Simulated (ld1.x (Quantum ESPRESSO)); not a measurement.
## Hg: one change to a TM potential, before and after

mercury, norm-conserving Troullier–Martins (Kleinman–Bylander form), made with ld1.x (Quantum ESPRESSO) 7.5 (BP86, scalar-relativistic). Core [Xe] 4f14, reference 5d10 6s1.5 6p0.5. Waves: 6p (bound): rc 2.25 bohr; 5d (bound): rc 1.60 bohr; 6s (bound): rc 1.80 bohr. Local part: the s channel. Core correction: a·sin(br)/r model core inside 1.50 bohr.

Change: all radii but the core radius scaled by about 1.27 (s 2.28, p 2.86, d 2.04 bohr).

Cutoffs: the cutoffs (Ry, on a coarse ladder) from which the occupation-weighted sum of valence levels, in a spherical-Bessel basis at the reference potential, stays within 10 and 1 mRy of its value at 400 Ry; they do not see the model core or the augmentation charge, which bear on the density cutoff. Errors are all-electron minus pseudo energies relative to the spin-unpolarised reference configuration.

**Question.** How do hardness, ghosts and transferability respond?

**Answer.** The potential gets softer (50 Ry and 80 Ry → 45 Ry and 70 Ry); of the 7 tests that both files solve, the error grows in 4 and shrinks in 0 by more than 15 % and 0.3 meV (median size 6.3 → 7.3 meV); neither file shows a bound ghost. A larger radius leaves more room for a smooth pseudo-wave, so fewer plane waves are needed. More of the atom is replaced by a form fitted at one configuration, so other configurations suffer.

```csv
quantity,base,changed
"cutoff, loose",50 Ry,45 Ry
"cutoff, tight",80 Ry,70 Ry
loose cutoff by channel (10 mRy a level),"p 6 Ry, d 40 Ry, s 18 Ry","p 6 Ry, d 40 Ry, s 8 Ry"
bound ghosts,none,none
"error for 5d10 6s2 6p0, meV [ΔE -3.00 eV]",+0.5,+0.2
"error for 5d10 6s1 6p0, meV [ΔE 7.87 eV]",-6.3,-7.3
"error for 5d10 6s0 6p0, meV [ΔE 27.00 eV]",-35,-42
"error for 5d10 6s1 6p1, meV [ΔE 3.11 eV]",-1.3,-1.8
"error for 5d8 6s0 6p0, meV [ΔE 112.48 eV]",-513,-513
"error for 5d9 6s2 6p1, meV [ΔE 7.37 eV]",-79,-97
"error for 5d10 6s1.5 6p0, meV [ΔE 1.45 eV]",-1.3,-1.4
```
